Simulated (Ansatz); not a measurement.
# A relaxation, step by step

AlNH4Cl2, closed shell, PBE0-D4/def2-TZVP (Ansatz 0.2.0). Settings:

```yaml
hamiltonian: {xc: pbe0, dispersion: d4}
relax: {f_tol: 0.005, max_steps: 200}
```

Start, a step off a saddle point along its unstable mode:

Al1  (-0.724, -0.038, 0.542)
H2  (-0.208, 1.529, 0.429)
Cl3  (-2.540, -0.346, -0.464)
Cl4  (-0.344, -0.861, 2.435)
H5  (0.636, 0.827, -0.335)
N6  (0.814, -0.140, -0.642)
H7  (0.690, -0.370, -1.632)
H8  (1.675, -0.601, -0.332)
(Å)

| step | energy less the last (meV) | largest force component (eV/Å) |
| --- | --- | --- |
| 1 | 1065.1 | 2.787 |
| 2 | 642.8 | 1.096 |
| 3 | 417.8 | 1.177 |
| 4 | 208.8 | 1.622 |
| 5 | 110.9 | 1.615 |
| 6 | 41.1 | 1.145 |
| 7 | 5.5 | 0.393 |
| 8 (rejected trial) | 6.5 | 0.154 |
| 9 | 0.3 | 0.038 |
| 10 | 0.0 | 0.011 |
| 11 | 0.0 | 0.003 |

Step 6, positions (Å) and forces (eV/Å):

```
atom       x       y       z      Fx      Fy      Fz
 Al1  -0.778   0.228   0.630   0.160   0.115  -0.101
  H2  -0.633   1.800   0.799  -0.089  -0.092   0.051
 Cl3  -2.387  -0.496  -0.550  -0.039  -0.013  -0.037
 Cl4  -0.244  -0.998   2.278   0.022  -0.027   0.043
  H5   1.238   0.818  -0.793  -0.426  -1.145   0.119
  N6   0.794  -0.115  -0.622   0.532   0.901  -0.243
  H7   0.511  -0.503  -1.523   0.000   0.112   0.189
  H8   1.498  -0.734  -0.220  -0.160   0.149  -0.022
```

Step 7, positions (Å) and forces (eV/Å):

| atom | x | y | z | Fx | Fy | Fz |
| --- | --- | --- | --- | --- | --- | --- |
| Al1 | -0.765 | 0.256 | 0.625 | 0.039 | -0.032 | -0.035 |
| H2 | -0.707 | 1.810 | 0.857 | -0.009 | 0.077 | 0.020 |
| Cl3 | -2.351 | -0.493 | -0.578 | -0.040 | -0.022 | -0.040 |
| Cl4 | -0.207 | -0.995 | 2.251 | 0.023 | -0.037 | 0.043 |
| H5 | 1.295 | 0.774 | -0.844 | -0.181 | -0.393 | 0.068 |
| N6 | 0.798 | -0.095 | -0.621 | 0.269 | 0.159 | -0.176 |
| H7 | 0.476 | -0.513 | -1.495 | 0.015 | 0.109 | 0.146 |
| H8 | 1.461 | -0.743 | -0.195 | -0.116 | 0.139 | -0.025 |

Step 10, positions (Å) and forces (eV/Å):

| atom | x | y | z | Fx | Fy | Fz |
| --- | --- | --- | --- | --- | --- | --- |
| Al1 | -0.761 | 0.265 | 0.624 | 0.011 | 0.004 | -0.007 |
| H2 | -0.728 | 1.822 | 0.875 | -0.005 | -0.005 | 0.003 |
| Cl3 | -2.334 | -0.497 | -0.596 | -0.003 | 0.000 | 0.002 |
| Cl4 | -0.185 | -1.000 | 2.240 | -0.003 | 0.000 | 0.003 |
| H5 | 1.313 | 0.752 | -0.862 | 0.004 | 0.002 | -0.003 |
| N6 | 0.799 | -0.089 | -0.621 | -0.001 | -0.009 | -0.001 |
| H7 | 0.455 | -0.511 | -1.480 | 0.000 | 0.004 | 0.003 |
| H8 | 1.441 | -0.742 | -0.180 | -0.002 | 0.004 | 0.000 |

Last step (11):

```tsv
atom	x (Å)	y (Å)	z (Å)
Al1	-0.7603	0.2651	0.6233
H2	-0.7304	1.8216	0.8771
Cl3	-2.3347	-0.4961	-0.5955
Cl4	-0.1859	-0.9998	2.2399
H5	1.3156	0.7515	-0.8638
N6	0.7999	-0.0889	-0.6220
H7	0.4551	-0.5113	-1.4797
H8	1.4407	-0.7419	-0.1794
```

Hardware: 4 CPU threads of an Arm Neoverse V1, shared host. Wall time about 26 s.
